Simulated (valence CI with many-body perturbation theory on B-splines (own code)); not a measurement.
## Sn37+: fill in the table

Level of theory: relativistic CI+MBPT: three valence electrons over a frozen Dirac-Fock core [Ne], a basis of 11 s, 11 p, 10 d, 8 f, 5 g, 2 h functions for each j, with the one-electron correlation potential Σ1 (screened to all orders), the two-electron term Σ2, the three-electron term Σ3, Breit, model QED; selected single and double excitations, second order for the rest, scaled by the run's own slope (own B-spline code, finite nucleus).

The last digits are not significant, and no measured levels were compared; by estimate large intervals hold to a few tenths of a per cent, small ones and those within an open d or f shell to about a per cent.

| Level | E (cm⁻¹) |
| --- | --- |
| (3s^2 3p1/2) J=1/2 | 0 |
| (3s^2 3p3/2) J=3/2 | ? |
| (3s 3p1/2^2) J=1/2 | 722400 |
| (3s 3p1/2 3p3/2) J=3/2 [a] | 1067800 |
| (3s 3p1/2 3p3/2) J=5/2 | ? |
| (3s 3p1/2 3p3/2) J=3/2 [b] | 1260400 |
| (3s 3p1/2 3p3/2) J=1/2 | 1328100 |
| (3s 3p3/2^2) J=5/2 | 1542400 |
| (3s^2 3d3/2) J=3/2 | 1594200 |
| (3s^2 3d5/2) J=5/2 | ? |
| (3s 3p3/2^2) J=1/2 | 1796000 |
| (3s 3p3/2^2) J=3/2 | ? |
| (3p1/2^2 3p3/2) J=3/2 | ? |
| (3s 3p1/2 3d3/2) J=3/2 [a] | 2118300 |
| (3s 3p1/2 3d3/2) J=5/2 | 2166500 |
| (3s 3p1/2 3d5/2) J=5/2 [a] | 2282500 |
| (3s 3p1/2 3d3/2) J=1/2 | 2295300 |
| (3s 3p1/2 3d3/2) J=3/2 [b] | 2298800 |
| (3s 3p1/2 3d5/2) J=7/2 | 2323600 |
| (3p1/2 3p3/2^2) J=3/2 [a] | ? |

Levels are named by their leading jj configuration (3d3/2^4 stands for four electrons in 3d with j = 3/2), which in mixed levels can hold well under half, so a name can repeat and another be missing. Letters in brackets count levels of one name in rising energy.

Q: The levels stand in rising order. What does the calculation give for the missing energies?

A: (3s^2 3p3/2) J=3/2 464420; (3s 3p1/2 3p3/2) J=5/2 1146700; (3s^2 3d5/2) J=5/2 1741300; (3s 3p3/2^2) J=3/2 1835300; (3p1/2^2 3p3/2) J=3/2 2008500; (3p1/2 3p3/2^2) J=3/2 [a] 2344700.
